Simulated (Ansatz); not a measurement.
CuO₂, relaxed as a doublet with UKS r2SCAN-D4/def2-TZVP in Ansatz, starting from the GFN1-xTB geometry. Force threshold 0.02 eV/Å.

The structure holds one bond between oxygen atoms, so isomers without such links may lie far lower. The charge 0 doublet is spin-contaminated (final ⟨S²⟩ up to 1.10, 0.75 for a pure state). The structure comes from a short search, and lower isomers may exist.

Start:

| atom | x (Å) | y (Å) | z (Å) |
| --- | --- | --- | --- |
| Cu1 | 0.503 | -0.379 | 0.880 |
| O2 | 0.040 | -0.328 | -0.829 |
| O3 | -0.543 | 0.707 | -0.051 |

Q: Estimate the energy that the relaxation releases and the steps that it takes.

A: 18.6 kcal/mol, in 13 steps; 80 s on 2 threads of Arm Neoverse V2 on a shared host. No frequencies were taken in this run, so the end may be a saddle point.

Q: Does the start keep its bonding and symmetry?

A: Bonds lost: Cu1–O2 (atoms count from 1). Point group C2v at the start, Cs at the end, both within 0.05 Å.

Q: Predict the relaxed structure.

A: 
```tsv
atom	x (Å)	y (Å)	z (Å)
Cu1	0.649	-0.446	1.264
O2	-0.300	-0.005	-1.225
O3	-0.349	0.452	-0.039
```
Bond lengths: 1 × Cu–O 1.87 Å; 1 × O–O 1.27 Å.
